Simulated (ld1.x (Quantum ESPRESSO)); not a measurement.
## He (Z = 2) ultrasoft: all-electron and pseudo phase curves

```
Element                 : He (Z = 2)
Generator               : ld1.x (Quantum ESPRESSO) 7.5
Type                    : ultrasoft
Functional              : PBEsol
Relativity              : scalar-relativistic
Frozen core             : none
Valence charge          : 2
Reference configuration : 1s2
Partial waves           : 1s (bound): rcut 0.55, rcutus 0.65 bohr; 1s channel at 0.2 Ry: rcut 0.55, rcutus 0.65 bohr; 2p channel at 0.4 Ry: rcut 0.65, rcutus 0.70 bohr
Local potential         : all-electron potential smoothed inside 0.55 bohr (lloc = -1)
Core correction         : none
Augmentation charge     : PSQ, inside the norm-conserving radii
```

The phase is arctan(r·u′/u) with u = r·R(r), unwrapped; energies in Ry, scanned from -3 to 5 Ry. A pole is an energy at which the radial function vanishes at the test radius. The pseudo phase is shifted by a multiple of π to meet the all-electron one at the reference energy, and phase errors are pseudo minus all-electron; the curves can meet again beyond the range given. Levels narrower than the energy grid can be missing from the lists of poles.

For each channel, where are the poles, and over which energies does the pseudopotential scatter like the atom?

```tsv
channel	radius (bohr)	reference energy (Ry)	poles, all-electron	poles, pseudo	unbroken range about the reference energy with phases within 0.05 rad	phase error 1 Ry above the reference energy (rad)
s	0.80	-1.14	none	none	the whole range	+0.000
p	0.80	0.40	none	none	the whole range	+0.000
```

Phases in the s channel:

| E (Ry) | all-electron | pseudo |
| --- | --- | --- |
| -3.00 | 0.414 | 0.414 |
| -2.52 | 0.259 | 0.259 |
| -2.04 | 0.075 | 0.075 |
| -1.56 | -0.133 | -0.133 |
| -1.08 | -0.351 | -0.351 |
| -0.60 | -0.559 | -0.559 |
| -0.12 | -0.745 | -0.745 |
| 0.36 | -0.900 | -0.900 |
| 0.84 | -1.028 | -1.028 |
| 1.32 | -1.131 | -1.132 |
| 1.80 | -1.216 | -1.216 |
| 2.28 | -1.286 | -1.286 |
| 2.76 | -1.344 | -1.344 |
| 3.24 | -1.394 | -1.394 |
| 3.72 | -1.436 | -1.436 |
| 4.20 | -1.473 | -1.473 |
| 4.68 | -1.506 | -1.506 |
